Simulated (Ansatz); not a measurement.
A nudged elastic band was laid between two geometries of CH$_{7}$FN$_{2}$OSi (13 atoms, charge 0, multiplicity 1).

Theory: Ansatz, RKS BLYP-D4/def2-SVP.

* movable images: 5
* climbing image: yes
* spring: 5.0 eV/Å²
* optimiser: quadratic models (default)
* start path: IDPP
* force threshold: 0.05 eV/Å
* iteration limit: 60
* end points: relaxed

First end point:

```xyz
13
Properties=species:S:1:pos:R:3
N -0.143 -1.453 0.985
C 0.692 -0.307 0.949
F 2.074 -0.609 0.605
Si 0.075 0.898 -0.418
N -0.510 -0.058 -1.749
O -1.194 1.836 0.186
H -0.218 -1.882 0.053
H 0.169 -2.162 1.661
H 0.747 0.146 1.964
H 1.218 1.724 -0.918
H -0.201 0.175 -2.696
H -1.497 -0.331 -1.754
H -1.192 1.989 1.148
```

Last end point:

```xyz
13
Properties=species:S:1:pos:R:3
N 1.023 -1.664 0.494
C 0.272 -0.539 0.878
F 0.973 0.325 1.874
Si -0.115 0.661 -0.578
N -1.554 0.237 -1.438
O -0.235 2.162 0.174
H 1.873 -1.439 -0.035
H 1.249 -2.311 1.258
H -0.642 -0.865 1.419
H 1.009 0.559 -1.571
H -1.569 0.287 -2.458
H -2.478 0.439 -1.047
H 0.215 2.114 1.045
```

Question: What changes between the two ends?

Answer: No bond is made or broken. The dihedral F3–C2–Si4–O6 goes from -155 to -28°.

Question: What energy profile does the band end with?

Answer: The forces met the threshold. The highest image is number 2 of 0 to 6, 0.2 kcal/mol above the first end and 1.9 kcal/mol above the last; the last end lies 1.7 kcal/mol below the first. A vibrational analysis at the climbing image gives no mode beyond 40i cm⁻¹: the surface is too flat there to confirm a saddle point.

```csv
image,path coordinate (Å),energy (kcal/mol),dihedral F3–C2–Si4–O6 (°)
0,0.00,0.0,-155
1,1.05,0.1,-139
2,2.10,0.2,-118
3,3.18,0.2,-92
4,4.26,0.1,-69
5,5.34,-0.9,-49
6,6.42,-1.7,-28
```

Question: What is the geometry of the highest image?

Answer: 
```xyz
13
Properties=species:S:1:pos:R:3
N 0.014 -1.727 0.598
C 0.554 -0.456 0.936
F 2.003 -0.453 1.042
Si 0.078 0.893 -0.361
N -0.798 0.035 -1.587
O -0.866 2.090 0.374
H 0.301 -2.035 -0.339
H 0.246 -2.459 1.282
H 0.193 -0.172 1.949
H 1.290 1.530 -0.972
H -1.095 0.514 -2.442
H -1.524 -0.613 -1.263
H -0.375 2.818 0.799
```

The band took 13 iterations and of the order of 6 core-minutes.

The run took 3 min on 2 threads of Arm Neoverse V1 (shared host), peak memory 0.16 GiB.
